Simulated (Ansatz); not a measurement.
Pulling on the Ga1–H2 bond in ClGaH2 (SMILES [Cl][GaH2]) (multiplicity 1 held, fragments rigid). Energies count from the point at 1.557 Å.
Geometry at that point (charge 0, multiplicity 1):
```
atom    x (Å)    y (Å)    z (Å)
----  -------  -------  -------
Ga    -0.0029  -0.2319  -0.6712
H     -1.4091  -0.3118  -1.3346
H      1.3979  -0.5822  -1.2533
Cl     0.0059   0.4754   1.3761
```

Restricted levels (R-, RO-) in cc, def2 and unpolarised 6-31G sets keep to the state of the molecule at rest. Active spaces are followed from a long bond inwards. Levels need not reach the same state.

Frozen-core correlation. Filled d and f shells under p-block atoms count as core.

Codes used: Ansatz (Gaussian basis) for Hartree–Fock, density functionals and correlated methods. Each number belongs to the level named beside it.

**Question.** Give the energy at R = 4.982 Å at the level FIC-MRCISD+Q on CASSCF(2,2)/def2-SVP.

**Answer.** 338 kJ/mol

**Question.** What energy at R = 4.982 Å does R-MP2/def2-SVP give?

**Answer.** 461 kJ/mol

Doubts at one or more of the structures used: a restricted determinant that unrestricted orbitals would lower (R-MP2/def2-SVP).

Ansatz is an electronic-structure program.
